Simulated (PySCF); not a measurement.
A small calculation by hand: oscillator strength and radiative lifetime

FH₆NSi₂, SMILES N[SiH2][SiH2]F.

Geometry optimised at PBE-D3(BJ)/def2-SVP. This is a generated structure with no PubChem entry under its InChIKey; it may be hypothetical. The values are those of a single conformer.

TDA-PBE0/def2-SVPD run with PySCF 2.14.0 puts the first singlet state with f over 0.02 at 5.34 eV (vertical), with the transition dipole (-0.360, 0.067, 0.353) in atomic units.

Q: Find the oscillator strength, the wavelength and the radiative lifetime that this transition would have in vacuum if emission retraced absorption.

A: 
|μ|² = 0.2587 au, so |μ| = 1.29 D. ΔE = 5.34/27.211 = 0.1962 hartree. f = (2/3) ΔE |μ|² = 0.034 (the program prints 0.034).
λ = 1239.84/5.34 = 232 nm; ν = 43070 cm⁻¹.
Einstein's coefficient A = 0.6670 ν² f s⁻¹ (ν in cm⁻¹) = 4.2e7 s⁻¹, so τ = 1/A = 24 ns. This state is S1. The figure is the radiative limit of this one transition; relaxation, internal conversion, crossing to triplets and a medium change what is measured.
